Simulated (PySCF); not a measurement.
Calculation: PySCF with PBE-D3(BJ)/def2-TZVP // B3LYP-D3(BJ)/def2-TZVP. All species are isolated molecules in the gas phase. One relaxed conformer stands for a flexible species; it need not be the lowest. 

Reference species (SMILES): `C#CNC` (neutral, multiplicity 1).

| Property | Result |
|---|---|
| HOMO | -5.01 eV |
| HOMO–LUMO gap | 4.95 eV |

Changed species: `C=CN=C` (C–C–N–C torsion 180°).

Task: Predict the effect on the HOMO and HOMO–LUMO gap.

Result: the HOMO falls by 1.09 eV, to -6.10 eV; the HOMO–LUMO gap falls by 1.11 eV, to 3.84 eV.
